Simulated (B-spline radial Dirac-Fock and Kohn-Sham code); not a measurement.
Atomic SCF run for Ge³⁺

ΔSCF core binding energies without Breit or QED terms, calculated with a radial B-spline solver. Keys: rel is the Hamiltonian (dirac, or spin-free x2c and nr, where L3 and M5 stand for the whole 2p and 3d shells), method is hf or an exchange,correlation pair (spin-unpolarised, also for the hole states), nuc the nuclear model, radius_factor scales its radius, rmax is the box in bohr, h the logarithmic mesh step, order the B-spline order, points the quadrature points per cell, c_factor scales the speed of light, and damp, ndamp, maxit and tol steer the iteration. The run stops when the commutator error falls below 10·tol·max(1, Z/10), or the numerical noise floor, and the energy has settled to about 1e-8 Ha; the virial ratio is −V/T.

Input (task.json):

```json
{"items": [{"Z": 32, "q": 3, "cfg": [[1, 0, 2], [2, 0, 2], [2, 1, 6], [3, 0, 2], [3, 1, 6], [3, 2, 10], [4, 0, 1]], "A": 74, "rrms": 4.0742, "do": "settings", "holes": ["K", "L3", "M5"],
  "settings": [{"rel": "dirac", "method": "hf", "nuc": "fermi", "radius_factor": 1.0, "rmax": 45.0, "h": 0.3, "order": 8, "points": 10, "c_factor": 0.2078, "maxit": 87, "damp": 0.5, "ndamp": 3, "tol": 1e-08}]}]}
```

Command: `python xray2_run.py task.json out`

Ground-state iterations:

```
iter   energy (Ha)        error
   1    -3301.81993534  2.32e+01
   2    -3342.82649155  3.32e+00
   3    -3345.90045155  1.49e+00
   4    -3345.97892758  6.76e-01
   5    -3345.99574221  6.31e-02
   6    -3345.99608735  1.88e-03
   7    -3345.99610430  1.11e-03
   8    -3345.99611504  2.24e-04
   9    -3345.99611564  4.43e-05
  10    -3345.99611567  3.86e-06
  11    -3345.99611567  4.62e-07
  12    -3345.99611567  2.51e-08
```

The ground state converged in 12 iterations, with total energy -3345.99612 Ha, virial ratio 1.09008 and highest orbital energy -43.18 eV. ΔSCF binding energies: K (1s) 6943.9 eV, L3 (2p3/2) 1147.1 eV, M5 (3d5/2) 64.26 eV.

**Question.** One setting is unsound. Which, and why?

**Answer.** c_factor makes c so small that Zα exceeds 1, so any numbers that come out have no meaning. With the default settings (Dirac Hartree-Fock): The ground state converged in 10 iterations, with total energy -2095.47734 Ha, virial ratio 1.97878 and highest orbital energy -44.73 eV. ΔSCF binding energies: K (1s) 11172.0 eV, L3 (2p3/2) 1264.7 eV, M5 (3d5/2) 72.55 eV.
